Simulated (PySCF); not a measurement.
**Electronic structure of He (helium, neutral) at the BP86 level**

Configuration: 1s2, closed-shell 1S. Computed with PySCF 2.14 in pcseg-2 (3s2p1d, 14 functions), with the non-relativistic Hamiltonian (point nucleus).

```
Total energy                                     : -2.9057 hartree
One-electron energy                              : -3.8756 hartree
Hartree (Coulomb) energy                         : 2.0313 hartree
Exchange-correlation energy                      : -1.0614 hartree
Kinetic energy                                   : 2.86044 hartree
⟨S²⟩                                             : 0.0000
⟨L²⟩                                             : 0.000
Sum of ⟨r⟩                                       : 1.884 bohr
Sum of ⟨r²⟩                                      : 2.479 bohr²
Density at the nucleus (Gaussians lack the cusp) : 3.41 bohr⁻³
Langevin diamagnetic susceptibility              : -1.96 ×10⁻⁶ cm³/mol
Time after the integrals                         : 0.06 s of wall time on 1 thread of Neoverse-N1 (shared host)
```

```
shell  electrons  mean orbital energy (eV)  rms radius, mean of both spins (bohr)
   1s          2                   -15.879                                   1.11
```
